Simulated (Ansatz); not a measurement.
A nudged elastic band was laid between two geometries of C$_{3}$H$_{9}$GeNSi (15 atoms, charge 0, multiplicity 1).

The calculation used Ansatz, RHF/def2-SVP.

```
movable images  : 5
climbing image  : yes
spring          : 5.0 eV/Å²
optimiser       : quadratic models (default)
start path      : IDPP
force threshold : 0.05 eV/Å
iteration limit : 60
end points      : relaxed
```

Initial state:

```xyz
15
Properties=species:S:1:pos:R:3
C -2.339 -0.756 -1.855
C -1.370 -0.444 -1.222
Ge 0.170 0.037 -0.161
C 1.039 -1.636 0.387
N 1.206 1.092 -1.246
Si -0.543 1.372 1.718
H -3.200 -1.030 -2.421
H 0.360 -2.246 0.985
H 1.334 -2.212 -0.492
H 1.933 -1.430 0.980
H 1.415 0.742 -2.163
H 2.026 1.507 -0.845
H -1.373 2.511 1.261
H 0.647 1.901 2.435
H -1.328 0.543 2.667
```

Final state:

```xyz
15
Properties=species:S:1:pos:R:3
C -2.450 -0.800 -1.618
C -1.430 -0.494 -1.066
Ge 0.203 0.019 -0.146
C 1.176 -1.623 0.276
N 1.276 1.051 -1.214
Si -0.426 1.324 1.781
H -3.356 -1.073 -2.111
H 0.568 -2.284 0.895
H 1.428 -2.154 -0.644
H 2.100 -1.390 0.807
H 1.635 0.610 -2.042
H 0.932 1.962 -1.456
H -1.036 2.608 1.352
H 0.767 1.618 2.613
H -1.409 0.577 2.603
```

Question: What changes between the two ends?

Answer: No bond is made or broken. The height of N5 over the plane of its neighbours goes from -0.27 to 0.30 Å.

Question: What energy profile does the band end with?

Answer: The forces met the threshold. The highest image is number 3 of 0 to 6, 0.5 kcal/mol above the first end and 1.8 kcal/mol above the last; the last end lies 1.3 kcal/mol below the first. A vibrational analysis at the climbing image gives one clearly imaginary mode, 347i cm⁻¹: a first-order saddle point.

| image | path coordinate (Å) | energy (kcal/mol) | height of N5 over the plane of its neighbours (Å) |
| --- | --- | --- | --- |
| 0 | 0.00 | 0.0 | -0.27 |
| 1 | 0.23 | 0.0 | -0.26 |
| 2 | 0.47 | 0.2 | -0.22 |
| 3 | 0.70 | 0.5 | -0.06 |
| 4 | 1.05 | -0.6 | 0.24 |
| 5 | 1.40 | -1.2 | 0.29 |
| 6 | 1.74 | -1.3 | 0.30 |

Question: What is the geometry of the highest image?

Answer: 
```xyz
15
Properties=species:S:1:pos:R:3
C -2.434 -0.763 -1.718
C -1.426 -0.461 -1.143
Ge 0.183 0.016 -0.176
C 1.054 -1.670 0.313
N 1.222 1.033 -1.267
Si -0.443 1.345 1.737
H -3.330 -1.029 -2.231
H 0.387 -2.292 0.912
H 1.322 -2.226 -0.587
H 1.965 -1.480 0.884
H 1.550 0.716 -2.157
H 1.643 1.891 -0.977
H -1.176 2.560 1.309
H 0.769 1.762 2.490
H -1.307 0.548 2.641
```

Question: What are the harmonic wavenumbers there?

Answer: 347i, 67, 84, 114, 126, 145, 155, 183, 228, 334, 374, 382, 510, 557, 567, 625, 743, 822, 843, 853, 863, 880, 978, 1021, 1026, 1386, 1557, 1558, 1673, 2303, 2310, 2326, 2331, 3175, 3274, 3278, 3609, 3809, 3923 cm⁻¹.

Time of the run: 99 s on 2 threads of Arm Neoverse V2 (shared host), peak memory 0.49 GiB.
